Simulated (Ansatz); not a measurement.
Reaction (hydrogenolysis of a B–Cl bond): `CC(=N)BCl` + H₂ → `BC(C)=N` + HCl

Gas-phase electronic energies from Ansatz, PBE0-D4/def2-TZVP geometries. CCSD(T)/CBS adds triple-zeta CCSD(T) − MP2 to the extrapolated MP2 energy (def2 sets, frozen cores). This one scheme is used for every species. Functionals use def2-TZVPP. HSE06 is defined as in plane-wave codes. Each species was taken in one conformer, which may not be the lowest.

```csv
level,ΔE (kJ/mol),difference from CCSD(T)/CBS
r2SCAN-D4,85.8,1.5
HSE06-D4,83.1,-1.2
ωB97M-V,85.4,1.1
revPBE,76.0,-8.3
PBE0,79.1,-5.2
HSE06,79.2,-5.1
LC-ωPBE,78.0,-6.3
MP2/def2-SVP,99.7,15.4
HF/CBS(def2),65.7,-18.6
CCSD/CBS(def2),79.5,-4.8
CCSD(T)/CBS,84.3,0
```

Largest T1 diagnostic among the species: 0.015.

In def2-TZVPP, CCSD(T) changes the Hartree–Fock value by +17.1 kJ/mol (the triples alone add +4.8 kJ/mol) and MP2 by +24.4 kJ/mol. The D4 term adds +7.7 kJ/mol with B3LYP and +4.2 kJ/mol with PBE0; it sums over pairs of atoms, weighted by their polarisabilities, and B3LYP, whose exchange is more repulsive, gets the larger term. Leaving LDA and LC-ωPBE aside and taking each functional with its dispersion term where it has one, the values, not all of them listed here, spread over 6.6 kJ/mol, from CAM-B3LYP-D4 to revPBE-D4. LDA lies +4.6 kJ/mol from PBE without D4.

B3LYP here is the variant with VWN-RPA as its local correlation; programs differ in this.
